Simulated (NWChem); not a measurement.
System: BHBrF; SMILES FBBr

Here is an NWChem input.

```
start job
memory heap 200 mb stack 900 mb global 1100 mb
geometry units angstroms noautosym nocenter noautoz
  B     -0.561116    -1.060208     0.000000
  H     -1.738446    -1.303835     0.000000
  F      0.316576    -2.032656     0.000000
  Br     0.054262     0.740980     0.000000
end
basis spherical
  B library aug-cc-pvdz
  H library aug-cc-pvdz
  F library aug-cc-pvdz
  Br library aug-cc-pvdz
end
dft
  xc b3lyp
  iterations 150
end
property
  response 1 0.0773
end
task dft property
```

Coordinates come from a PBE0/def2-SVP optimisation. B3LYP is NWChem's, with the RPA form of VWN correlation.

Field at 589 nm.

**Question.** Predict the main results of this run. (B3LYP/aug-cc-pVDZ.) Quantities: isotropic polarisability (bohr³); anisotropy (bohr³).

**Answer.** 
```yaml
isotropic polarisability (bohr³): 37.2
anisotropy (bohr³): 16.4
```
